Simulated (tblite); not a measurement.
Parent: `[NH2:1][Si@H:2]([O:3][SiH3:4])[SiH2:5][SiH3:6]` with H–N1–Si2–O3 -41° and 180°, N1–Si2–O3–Si4 -83°, N1–Si2–Si5–Si6 -22°, H11NOSi4.

Computed geometry: GFN2-xTB, gas phase. One conformer each, not checked by frequencies here.

```
coordinate of the parent    value
                  N1–Si2  1.727 Å
                  Si2–O3  1.629 Å
                  O3–Si4  1.612 Å
                 Si2–Si5  2.301 Å
                 Si5–Si6  2.317 Å
               N1–Si2–O3   104.9°
              N1–Si2–Si5   105.7°
              O3–Si2–Si5   111.8°
              Si2–O3–Si4   155.8°
             Si2–Si5–Si6   115.8°
```

Task: How does the shared frame change in `[CH3:1][CH2:2][SiH2:3][O:4][Si@@H:5]([NH2:6])[SiH2:7][SiH3:8]` with C1–C2–Si3–O4 -56°, C2–Si3–O4–Si5 23°, Si3–O4–Si5–N6 -51°, O4–Si5–N6–H 179° and -42°, O4–Si5–Si7–Si8 80°, C2H15NOSi4? Atoms pair as N1 = N6, Si2 = Si5, O3 = O4, Si4 = Si3, Si5 = Si7, Si6 = Si8 (parent first).

Result: 
```
     parent     relative  value in the relative  change
     N1–Si2       N6–Si5                1.726 Å  -0.001
     Si2–O3       Si5–O4                1.630 Å  +0.001
     O3–Si4       O4–Si3                1.616 Å  +0.004
    Si2–Si5      Si5–Si7                2.303 Å  +0.002
    Si5–Si6      Si7–Si8                2.314 Å  -0.003
  N1–Si2–O3    N6–Si5–O4                 105.7°    +0.8
 N1–Si2–Si5   N6–Si5–Si7                 109.6°    +3.9
 O3–Si2–Si5   O4–Si5–Si7                 110.4°    -1.4
 Si2–O3–Si4   Si5–O4–Si3                 154.5°    -1.3
Si2–Si5–Si6  Si5–Si7–Si8                 115.0°    -0.8
```

Of the parent's bonds, O3–Si4 and Si5–Si6 change most and about equally (-0.003 to +0.004 Å). Bonds of the relative outside the shared frame: C1–C2 1.526, C2–Si3 1.902 Å. Point group C1 → C1.
